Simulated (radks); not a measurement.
Polarisability of the oxygen ion O4+, [He] 2s2, at imaginary frequency. Method: scalar-relativistic Kohn-Sham, exchange-only LDA, spin-polarised, spherical densities, finite nucleus; Fermi nuclear charge, rms radius 2.6991 fm; computed with a radial shooting solver on a logarithmic mesh with Libxc functionals. Response by self-consistent Sternheimer equations with the Hartree and adiabatic exchange-only LDA kernel, the relativistic mass of each level held fixed and spin-orbit coupling left out.

w (hartree)  alpha1(iw) (bohr^3)  alpha2(iw) (bohr^5)
0.00266                    1.184               0.5261
0.0143                     1.184               0.5261
0.0360                     1.181               0.5260
0.0697                     1.173               0.5258
0.118                      1.152               0.5251
0.186                      1.107               0.5237
0.280                      1.024               0.5206
0.413                     0.8868               0.5142
0.605                     0.6980               0.5013
0.892                     0.4885               0.4749
1.35                      0.3045               0.4228
2.12                      0.1711               0.3284
3.59                     0.08402               0.1940
6.94                     0.03191              0.07198
17.5                    0.007543              0.01303

Static values: alpha1 = 1.184 bohr^3 (0.1755 angstrom^3; uncoupled 2.244), alpha2 = 0.5261 bohr^5, alpha3 = 0.7675 bohr^7. C6 = 0.8044, C8 = 2.919, triple-dipole C9 = 0.6841 atomic units. One-pole (London) frequency 4 C6 / (3 alpha1^2) = 0.765 hartree, against 3.695 for minus the highest occupied eigenvalue.
